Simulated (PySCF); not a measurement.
Input of a run (PBE0-D3(BJ)/def2-SVP geometry optimisation, gas phase (PySCF 2.14.0)), started from GFN2-xTB:
```
{"job": {"xc": "PBE0", "basis": "def2-SVP", "d3": "d3bj", "grid": 1, "kind": "geom"}, "charge": -1, "multiplicity": 1}
C     -0.032395     1.260978    -0.857201
C     -0.056970     0.026313     0.035748
C     -0.292477    -1.228938    -0.801737
C      1.264066    -0.107277     0.790246
C     -1.238240     0.118290     1.126913
O     -1.938774     1.135572     1.091522
O     -1.308687    -0.855901     1.887657
H      0.114654     2.154738    -0.254359
H      0.770426     1.194807    -1.598195
H     -0.983680     1.366594    -1.374442
H      0.543741    -1.418950    -1.483431
H     -1.203868    -1.126985    -1.390594
H     -0.408949    -2.083556    -0.137651
H      1.476036     0.803885     1.349339
H      1.188776    -0.931269     1.497408
H      2.098742    -0.299356     0.107364
```

Output (energies in Eh, forces in Eh/bohr):
```
step   0  E = -345.81647664  max force = 0.011471
step   1  E = -345.81783559  max force = 0.002451
step   2  E = -345.81786122  max force = 0.000768
step   3  E = -345.81786528  max force = 0.001252
step   4  E = -345.81787635  max force = 0.000563
step   5  E = -345.81787740  max force = 0.000430
optimisation converged
```

Problem. Summarise the run.

Solution. The energy falls by 0.88 kcal/mol over 6 energy and gradient evaluations, the largest force component goes from 0.0115 to 4.3e-04 Eh/bohr, and the atoms move by 0.024 Å rms after alignment. The bond that changes most is C2–C5 (sp3 carbon next to a carbonyl to carboxylate carbon), which shortens by 0.021 Å. Bonds longer at the end by more than 0.005 Å: 11 of 15; shorter: 1. The energy never rose by more than 1e-6 Eh on the way. The first step brought 97 % of the lowering.

Problem. What are the final bond lengths?

Solution. C1–C2 1.522 Å, C2–C3 1.527 Å, C2–C4 1.527 Å, C2–C5 1.590 Å, C5=O6 1.244 Å, C5–O7 1.247 Å, C1–H8 1.101 Å, C1–H9 1.108 Å, C1–H10 1.100 Å, C3–H11 1.107 Å, C3–H12 1.104 Å, C3–H13 1.100 Å, C4–H14 1.104 Å, C4–H15 1.100 Å, C4–H16 1.108 Å. Numbering counts from 1 in the input's order; the species is `CC(C)(C)C(=O)[O-]`.

The run used 143 basis functions and 40 SCF cycles in all. On one thread, x86-64 server (shared host), this took 62 s wall.

Not checked by PBE0-D3(BJ)/def2-SVP frequencies. The geometry's basis has no diffuse functions, a weakness for an anion.

Conformer computed: `[CH3:1][C:2]([CH3:3])([CH3:4])[C:5](=[O:6])[O-:7]`: C1–C2–C5–O6 2°.
